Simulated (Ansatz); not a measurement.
The first iterations of a band of ClGaH₂O (5 atoms, charge 0, multiplicity 1).

Theory: RKS r2SCAN-D4/def2-SVP in Ansatz.

| Item | Value |
| --- | --- |
| movable images | 5 |
| climbing image | yes |
| spring | 5.0 eV/Å² |
| optimiser | quadratic models (default) |
| start path | through a guess of the saddle point |
| force threshold | 0.05 eV/Å |
| iteration limit | 60 |
| end points | relaxed |

Initial state:

```xyz
5
Properties=species:S:1:pos:R:3
Ga 0.459 -0.065 -0.017
Cl 0.511 -0.251 2.128
H 1.705 0.244 -0.862
O -1.128 -0.291 -0.771
H -1.840 -0.483 -0.145
```

Final state:

```xyz
5
Properties=species:S:1:pos:R:3
Ga -0.083 -0.039 -1.422
Cl 1.306 -0.059 1.644
H 2.295 0.197 0.858
O -1.736 -0.400 -0.819
H -2.075 -0.546 0.072
```

| iteration | highest image above the first end (eV) | largest band force component (eV/Å) |
| --- | --- | --- |
| 1 | 3.190 | 6.256 |
| 2 | 2.311 | 2.745 |
| 3 | 2.520 | 0.929 |
| 4 | 2.299 | 1.382 |
| 5 | 2.111 | 2.053 |

Does the band converge within its limit, and where does its top end?

The run converged. It ended after 17 iterations with the highest image 2.177 eV above the first end. Neighbouring images differ by up to 1.4 eV, so the band resolves the path poorly. A vibrational analysis at the climbing image gives one clearly imaginary mode, 904i cm⁻¹: a first-order saddle point. The orbitals stay closed-shell, which can raise the energy where a bond breaks towards radicals; this wasn't checked here.

Time of the run: 2.6 min on 2 threads of Intel(R) Xeon(R) Platinum 8259CL CPU @ 2.50GHz (Skylake/Cascade Lake), with other jobs on the host, peak memory 0.16 GiB.
